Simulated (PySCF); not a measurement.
# Spinor energies of In¹⁶⁺ (indium, charge +16)

Start: [Ar] 3d10 4s2 4p3; 4p1/2 filled at m_j = -1/2, +1/2; 4p3/2 filled at m_j = +3/2. Calculated with PySCF 2.14 in an even-tempered Gaussian basis (18 s from 0.84 bohr⁻², ratio 2.8; 14 p from 1.1 bohr⁻², ratio 2.8; 9 d from 1.9 bohr⁻², ratio 2.8; 4 f from 6.5 bohr⁻², ratio 3): generalised Hartree-Fock with the X2C-1e Hamiltonian and a Gaussian nucleus; spin-orbit coupling (SO) screened by Boettger's factors.

```json
{"spinor shell": "1s1/2", "electrons": "2", "ε, screened SO (eV)": "-28489.6", "weight of nominal j (screened SO)": "1.000", "rms radius, screened SO (bohr)": "0.0340"}
{"spinor shell": "2s1/2", "electrons": "2", "ε, screened SO (eV)": "-4700.9", "weight of nominal j (screened SO)": "1.000", "rms radius, screened SO (bohr)": "0.139"}
{"spinor shell": "2p1/2", "electrons": "2", "ε, screened SO (eV)": "-4401.9", "weight of nominal j (screened SO)": "1.000", "rms radius, screened SO (bohr)": "0.120"}
{"spinor shell": "2p3/2", "electrons": "4", "ε, screened SO (eV)": "-4187.6", "weight of nominal j (screened SO)": "1.000", "rms radius, screened SO (bohr)": "0.125"}
{"spinor shell": "3s1/2", "electrons": "2", "ε, screened SO (eV)": "-1242.0", "weight of nominal j (screened SO)": "1.000", "rms radius, screened SO (bohr)": "0.369"}
{"spinor shell": "3p1/2", "electrons": "2", "ε, screened SO (eV)": "-1120.7", "weight of nominal j (screened SO)": "0.999", "rms radius, screened SO (bohr)": "0.361"}
{"spinor shell": "3p3/2", "electrons": "4", "ε, screened SO (eV)": "-1078.7", "weight of nominal j (screened SO)": "0.999", "rms radius, screened SO (bohr)": "0.373"}
{"spinor shell": "3d3/2", "electrons": "4", "ε, screened SO (eV)": "-866.81", "weight of nominal j (screened SO)": "0.993", "rms radius, screened SO (bohr)": "0.345"}
{"spinor shell": "3d5/2", "electrons": "6", "ε, screened SO (eV)": "-858.08", "weight of nominal j (screened SO)": "0.995", "rms radius, screened SO (bohr)": "0.348"}
{"spinor shell": "4s1/2", "electrons": "2", "ε, screened SO (eV)": "-476.74", "weight of nominal j (screened SO)": "1.000", "rms radius, screened SO (bohr)": "0.811"}
{"spinor shell": "4p1/2", "electrons": "2", "ε, screened SO (eV)": "-433.57", "weight of nominal j (screened SO)": "0.904", "rms radius, screened SO (bohr)": "0.842"}
{"spinor shell": "4p3/2", "electrons": "1", "ε, screened SO (eV)": "-426.13", "weight of nominal j (screened SO)": "1.000", "rms radius, screened SO (bohr)": "0.860"}
```

| quantity | screened SO |
| --- | --- |
| E (hartree) | -5782.08888 |
| M_J | 3/2 |
| ⟨J²⟩ | 3.765 |
| ⟨L²⟩ | 1.050 |
| ⟨S²⟩ | 2.579 |

Each row is a mean over spinors that exchange with the open shell spreads, by up to 15.299 eV (4s1/2).

Breit and QED terms are absent; they matter most for the inner s and p1/2 levels.

Densities and radii are taken from the X2C orbitals without a picture-change correction, which distorts them close to the nucleus.
